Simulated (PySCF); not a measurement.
CH3F3OSi, SMILES OC[Si](F)(F)F. Atoms are numbered in the order given.

```xyz
9

O     -2.2634     0.3495    -0.0358
C     -1.3389    -0.6993     0.1375
Si     0.4056    -0.0737    -0.0228
F      0.8327     0.2708    -1.5272
F      1.4909    -1.1032     0.5554
F      0.5170     1.2888     0.8248
H     -2.1082     1.0078     0.6510
H     -1.4603    -1.2370     1.0999
H     -1.5335    -1.4475    -0.6480
```
Charge 0, spin multiplicity 1.

Geometry: PBE0-D3(BJ)/def2-SVP. Other conformers were not sampled.

Calculation: PySCF with B3LYP/def2-TZVP.

Gas-phase values at a fixed geometry.

**Question.** Estimate the frontier levels, gap, dipole moment and polarisability. (Estimate from the structure and the level; the computed values follow.)

**Answer.** 
```json
{
  "highest_occupied_level": "-8.16 eV",
  "lowest_empty_level": "-0.07 eV",
  "orbital_gap": "8.09 eV",
  "dipole_moment": "1.84 D",
  "quadrupole, principal values (traceless, Buckingham form, about the centre of nuclear charge)": "-7.09, 2.14, 4.95 D·Å",
  "mean_static_polarisability": "37.4 bohr³ (5.54 Å³)",
  "polarisability_principal_values": "34.7, 36.9, 40.5 bohr³"
}
```
